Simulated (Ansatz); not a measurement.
Two isomers of C2H4BN: A = `BN=C=C`, B = `C#CBN`.

Gas-phase electronic energies from Ansatz, PBE0-D4/def2-TZVP geometries. CCSD(T)/CBS is the MP2 limit (def2-TZVPP, def2-QZVPP) plus CCSD(T) − MP2 in def2-TZVPP, frozen cores. DFT in def2-TZVPP. Each species was taken in one conformer, which may not be the lowest.

A:

```xyz
8

B    -0.324   -0.747    1.764
N    -0.094   -0.217    0.513
C     0.105    0.242   -0.572
C     0.323    0.745   -1.760
H     0.506   -1.461    2.242
H    -1.343   -0.471    2.322
H     1.237    0.513   -2.290
H    -0.410    1.395   -2.219
```

B:

```xyz
8

C     1.475    1.233    1.032
C     0.609    0.741    0.352
B    -0.493    0.151   -0.525
N    -0.829   -1.192   -0.421
H     2.240    1.670    1.632
H    -1.079    0.837   -1.310
H    -1.548   -1.617   -0.980
H    -0.376   -1.822    0.219
```

Task: Which isomer does CCSD(T)/CBS put lower? Give the gap. (Best estimate.)

Result: The calculation gave: B, by 76.3 kJ/mol.

Task: Give E(B) − E(A) in kJ/mol with B2PLYP, BLYP-D4, HF/def2-TZVPP, r2SCAN-D4, CCSD(T)/def2-TZVPP, PBE-D4, ωB97M-V. (An estimate is asked.)

Result: Computed: B2PLYP -58.2, BLYP-D4 -33.5, HF/def2-TZVPP -65.5, r2SCAN-D4 -39.0, CCSD(T)/def2-TZVPP -71.4, PBE-D4 -31.8, ωB97M-V -62.9. None reverses the order clearly.

Task: Does the order hold for the free energy at 298.15 K (harmonic terms from PBE0-D4)? (Estimate.)

Result: Ansatz gave: Yes: G(B) − G(A) = -69.2 kJ/mol, for one conformer each.

Largest T1 diagnostic: 0.017.

From r2SCAN to r2SCAN0 (25 % exact exchange), in def2-TZVPP and without D4, E(B) − E(A) moves by −8.9 kJ/mol. At CCSD(T), def2-SVP lies +18.5 kJ/mol from the extrapolated value and def2-TZVPP +4.9 kJ/mol.
